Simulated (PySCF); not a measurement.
C2H4F6Si2, SMILES C([Si](F)(F)F)C[Si](F)(F)F, B3LYP/def2-SVP optimised geometry. Atoms within 1.6 Å of the plane z = 0.8 Å (x, y, z in Å): Si1 (1.47, -1.73, 0.00), F2 (0.98, -2.55, 1.29), F4 (3.08, -1.73, 0.00), C5 (0.77, -0.01, 0.00), C6 (-0.77, 0.01, 0.00), Si7 (-1.47, 1.73, 0.00), F8 (-3.08, 1.72, -0.01), F9 (-0.99, 2.55, 1.30), H12 (1.18, 0.52, 0.88), H14 (-1.17, -0.51, 0.89).

Level of theory: B3LYP/def2-TZVP run with PySCF.

Map of the electron localisation function on the plane z = 0.8 Å:

```
|0000000000000000000000000000000|
|0000000000000000000000000000000|
|0000000000000000000000000000000|
|0000000000000000000000000000000|
|0000000000001100000000000000000|
|0000000000123321000000000000000|
|0000000000256642000000000000000|
|0000011000478864100000000000000|
|0000133200478874100000000000000|
|0000256530378763000000000000000|
|0000367751125530000210000000000|
|0000357652011100027862000000000|
|0000245531134310189996000000000|
|0000123200256521499996100000000|
|0000000000356532599994000000000|
|0000000001689853489861000000000|
|0000000004999952356530000000000|
|0000000016999941256620023210000|
|0000000005999810134311355420000|
|0000000002687200011102567530000|
|0000000000120000355211577630000|
|0000000000000003678730356520000|
|0000000000000014788740034310000|
|0000000000000014688740001100000|
|0000000000000002566520000000000|
|0000000000000001233210000000000|
|0000000000000000011000000000000|
|0000000000000000000000000000000|
|0000000000000000000000000000000|
|0000000000000000000000000000000|
|0000000000000000000000000000000|
```
Scale: ten equal steps from 0.000 (start of '0') to 0.998 (end of '9'), in the order '0123456789'; x runs from -5.50 to 5.50, y from -5.50 (bottom) to 5.50 (top).
